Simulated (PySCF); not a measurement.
## TeP⁻: one state, many levels of theory

State: ³Σ⁻ (triplet), unpaired electrons π ↑↑. Set-up: basis Te def2-SVPD with ECP28, P def2-SVPD; scalar-relativistic core potentials; PySCF 2.14. De refers to Te⁻ + P in their high-spin ground configurations, without counterpoise correction. The functionals are run spin-unrestricted. A positive dipole points towards P; it is taken about the centre of mass and depends on that origin.

```json
{"Level": "UHF", "Re (Å)": "2.406", "ωe (cm⁻¹)": "366", "De (eV)": "n/a", "μ (D)": "-1.22"}
{"Level": "UHF-MP2", "Re (Å)": "2.381", "ωe (cm⁻¹)": "392", "De (eV)": "n/a", "μ (D)": "n/a"}
{"Level": "UHF-SCS-MP2", "Re (Å)": "2.390", "ωe (cm⁻¹)": "383", "De (eV)": "n/a", "μ (D)": "n/a"}
{"Level": "PBE", "Re (Å)": "2.397", "ωe (cm⁻¹)": "376", "De (eV)": "3.25", "μ (D)": "-2.52"}
{"Level": "r²SCAN", "Re (Å)": "2.380", "ωe (cm⁻¹)": "388", "De (eV)": "3.04", "μ (D)": "-2.51"}
{"Level": "M06-L", "Re (Å)": "2.378", "ωe (cm⁻¹)": "388", "De (eV)": "3.17", "μ (D)": "-2.76"}
{"Level": "PBE0", "Re (Å)": "2.371", "ωe (cm⁻¹)": "395", "De (eV)": "2.99", "μ (D)": "-2.38"}
{"Level": "r²SCAN0", "Re (Å)": "2.363", "ωe (cm⁻¹)": "401", "De (eV)": "2.84", "μ (D)": "-2.33"}
{"Level": "M06", "Re (Å)": "2.377", "ωe (cm⁻¹)": "390", "De (eV)": "3.12", "μ (D)": "-2.59"}
{"Level": "HSE06", "Re (Å)": "2.375", "ωe (cm⁻¹)": "391", "De (eV)": "3.00", "μ (D)": "-2.36"}
```

Task: What does a quarter of exact exchange do here, going from PBE to PBE0?

Result: PBE0 less PBE: -2.6 pm in Re, +5.1 % in ωe, -0.26 eV in De. Exact exchange removes part of the self-interaction that spreads semilocal densities, and in most molecules shortens and stiffens the bond and lowers De; so it does here.

Correlated steps freeze 9 core orbitals. These are scalar-relativistic numbers at best; spin–orbit coupling would shift them, the dissociation energy most. For an ion De counts to the pair picked by the measured ionisation energies or electron affinities, which need not be the lowest pair at this level. The highest Kohn–Sham level is positive in this anion. Much of that is self-interaction error, but it also means that the finite basis helps to hold the extra electron. The state is the lowest determinant that a PBE0 search found; another state may lie lower at other levels.
